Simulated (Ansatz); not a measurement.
`OC[SiH](F)S` and `F[SiH](S)I` differ in one atom or group.

Ansatz, PBE0-D4/def2-TZVP geometries, multiplicity 1. Each molecule was computed in one conformer, which needn't be the lowest.

Elements past krypton have def2 core potentials.

```
                                          property  `OC[SiH](F)S`
size of the dipole moment (ωB97M-V/def2-TZVPP) / D           1.47
              HOMO–LUMO gap (PBE0/def2-TZVPP) / eV           7.76
                HOMO energy (PBE0/def2-TZVPP) / eV          -7.69
           HOMO–LUMO gap (ωB97M-V/def2-TZVPP) / eV          11.70
               HOMO–LUMO gap (PBE/def2-TZVPP) / eV           5.46
  size of the dipole moment (B3LYP/def2-TZVPP) / D           1.49
```

(1) What does the change do to each property? (An estimate is asked.)

Results:

(1) The calculation gave: 
| property | `F[SiH](S)I` | shift |
| --- | --- | --- |
| size of the dipole moment (ωB97M-V/def2-TZVPP) / D | 0.79 | -0.68 |
| HOMO–LUMO gap (PBE0/def2-TZVPP) / eV | 6.84 | -0.92 |
| HOMO energy (PBE0/def2-TZVPP) / eV | -7.82 | -0.13 |
| HOMO–LUMO gap (ωB97M-V/def2-TZVPP) / eV | 10.86 | -0.84 |
| HOMO–LUMO gap (PBE/def2-TZVPP) / eV | 4.80 | -0.66 |
| size of the dipole moment (B3LYP/def2-TZVPP) / D | 0.81 | -0.68 |

With PBE0 the HOMO falls by 0.13 eV and the LUMO falls by 1.05 eV, so the gap narrows by about 0.92 eV. PBE moves the HOMO by -0.34 eV and ωB97M-V by 0.00 eV. Dipoles are sizes alone; their direction can turn.

B3LYP here is the variant with VWN-RPA as its local correlation; programs differ in this.

Spin–orbit coupling is left out; it splits and shifts lone-pair levels of the heavy atoms by tenths of an eV.
